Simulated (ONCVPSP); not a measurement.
## Pt: one change to an ONCV potential, before and after

```json
{
  "Element": "Pt",
  "Generator": "ONCVPSP 4.0.1",
  "Type": "optimised norm-conserving Vanderbilt (ONCV)",
  "Functional": "LDA (Perdew-Wang 92)",
  "Relativity": "scalar-relativistic",
  "Frozen core": "[Kr] 4d10 4f14",
  "Valence charge": "18",
  "Reference configuration": "5s2 5p6 5d8.5 (charge +1.5)",
  "Partial waves": "5s: rc 1.55 bohr, ncon 4, nbas 9, qcut 7.8 1/bohr, 3 projectors, debl 2.7 Ha; 5p: rc 1.50 bohr, ncon 5, nbas 9, qcut 9.2 1/bohr, 2 projectors, debl 0.8 Ha; 5d: rc 1.80 bohr, ncon 4, nbas 8, qcut 8.9 1/bohr, 2 projectors, debl 3.3 Ha; f scattering state at 0.2 Ha: rc 1.40 bohr, ncon 4, nbas 9, qcut 6.9 1/bohr, 1 projector",
  "Local potential": "polynomial inside 1.40 bohr (lpopt 5, dvloc0 0 Ha)",
  "Core correction": "Teter function, fcfact 5.75, rcfact 1.3"
}
```

In the s channel the program set the typed energies aside and used -4.286, 0.050, 2.750 Ha. In the p channel the program set the typed energies aside and used -2.598, 0.250 Ha.

Change: all radii but the core radius scaled by about 1.32 (s 2.06, p 1.98, d 2.38, f 1.86 bohr); local potential polynomial inside 1.86 bohr (lpopt 5, dvloc0 0 Ha). In the s channel the program set the typed energies aside and used -4.286, 0.050, 2.750 Ha. In the p channel the program set the typed energies aside and used -2.598, 0.050 Ha.

Cutoffs: the cutoffs (Ha) at which the residual kinetic energy of the hardest occupied pseudo-wave falls to 1 and 0.1 mHa per electron; they do not see the model core or the augmentation charge, which bear on the density cutoff. Errors are all-electron minus pseudo energies relative to the spin-unpolarised reference configuration.

Problem. Predict the effect on cutoff, ghosts and configuration errors.

Solution. The potential gets softer (33 Ha and 39 Ha → 20 Ha and 28 Ha); of the 4 tests that both files solve, the error grows in 2 and shrinks in 2 by more than 15 % and 0.3 meV (median size 2.1 → 1.8 meV); neither file shows a bound ghost. A larger radius leaves more room for a smooth pseudo-wave, so fewer plane waves are needed.

| quantity | base | changed |
| --- | --- | --- |
| cutoff, loose | 33 Ha | 20 Ha |
| cutoff, tight | 39 Ha | 28 Ha |
| loose cutoff by channel | s 23 Ha, p 33 Ha, d 21 Ha | s 10 Ha, p 20 Ha, d 17 Ha |
| bound ghosts | none | none |
| GHOST(+) flags under 300 eV | none | none |
| error for 5s2 5p6 5d9 6s1, meV [ΔE -18.22 eV] | +3.2 | +2.2 |
| error for 5s2 5p6 5d9, meV [ΔE -8.68 eV] | +0.8 | +1.4 |
| error for 5s2 5p6 5d8, meV [ΔE 11.58 eV] | -2.1 | -1.1 |
| error for 5s2 5p6 5d8 6s1 6p1, meV [ΔE -11.62 eV] | +2.2 | +2.8 |
| rms error of d²Exc/dni dnj with the model core, mHa | 0.69 | 1.10 |
